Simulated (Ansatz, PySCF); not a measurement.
H2MoOS3, SMILES [OH][Mo](=[S])(=[S])[SH], multiplicity 1. Atoms are numbered in the order given.

```xyz
7

Mo     0.0506     0.1546    -0.2049
S      0.3213     1.9215     0.9301
S      1.5477    -1.2723     0.2298
O     -0.0069     0.5890    -2.0227
H      0.2833    -0.0249    -2.7146
S     -1.9178    -0.8978     0.4707
H     -2.6586     0.2379     0.5292
```
Charge 0, spin multiplicity 1.

Geometry optimised at B3LYP-D3(BJ)/def2-SVP. The multiplicity is an assumed one; other spin states were not compared. The def2 effective core potentials stand for the cores of Mo; spin–orbit coupling is left out. One conformer was computed; it need not be the lowest.

Two levels are set side by side: PBE-D3(BJ)/def2-SVP (Ansatz, a quantum-chemistry and plane-wave program) and B3LYP-D3(BJ)/def2-SVP (Ansatz). Each level has its own optimised geometry; the coordinates shown are those of the second. Frequencies come from the Hessian of PySCF at each geometry. Differences are taken from unrounded values.

```tsv
quantity	B3LYP-D3(BJ)
mean bond length (Å)	1.793
bond Mo1–S2 (Å)	2.117
bond Mo1–S3 (Å)	2.113
bond Mo1–O4 (Å)	1.870
bond Mo1–S6 (Å)	2.332
bond O4–H5 (Å)	0.969
bond S6–H7 (Å)	1.357
highest harmonic wavenumber (cm⁻¹)	3813
mean harmonic wavenumber (cm⁻¹)	762
zero-point energy (kcal/mol)	16.34
```

### Question
What does PBE-D3(BJ) give, and how far is it from B3LYP-D3(BJ)? (The exact figures need the calculation; the answer reports its results.)

### Answer

```json
[
 {"quantity": "mean bond length (Å)", "PBE-D3(BJ)": "1.800", "PBE-D3(BJ) minus B3LYP-D3(BJ)": "0.007"},
 {"quantity": "bond Mo1–S2 (Å)", "PBE-D3(BJ)": "2.128", "PBE-D3(BJ) minus B3LYP-D3(BJ)": "0.011"},
 {"quantity": "bond Mo1–S3 (Å)", "PBE-D3(BJ)": "2.124", "PBE-D3(BJ) minus B3LYP-D3(BJ)": "0.011"},
 {"quantity": "bond Mo1–O4 (Å)", "PBE-D3(BJ)": "1.877", "PBE-D3(BJ) minus B3LYP-D3(BJ)": "0.007"},
 {"quantity": "bond Mo1–S6 (Å)", "PBE-D3(BJ)": "2.327", "PBE-D3(BJ) minus B3LYP-D3(BJ)": "-0.005"},
 {"quantity": "bond O4–H5 (Å)", "PBE-D3(BJ)": "0.978", "PBE-D3(BJ) minus B3LYP-D3(BJ)": "0.009"},
 {"quantity": "bond S6–H7 (Å)", "PBE-D3(BJ)": "1.368", "PBE-D3(BJ) minus B3LYP-D3(BJ)": "0.010"},
 {"quantity": "highest harmonic wavenumber (cm⁻¹)", "PBE-D3(BJ)": "3701", "PBE-D3(BJ) minus B3LYP-D3(BJ)": "-113"},
 {"quantity": "mean harmonic wavenumber (cm⁻¹)", "PBE-D3(BJ)": "741", "PBE-D3(BJ) minus B3LYP-D3(BJ)": "-21"},
 {"quantity": "zero-point energy (kcal/mol)", "PBE-D3(BJ)": "15.90", "PBE-D3(BJ) minus B3LYP-D3(BJ)": "-0.44"}
]
```

GGA bonds tend to be longer and softer than those of functionals with exact exchange. Differences between two approximate levels are no errors against the true value.
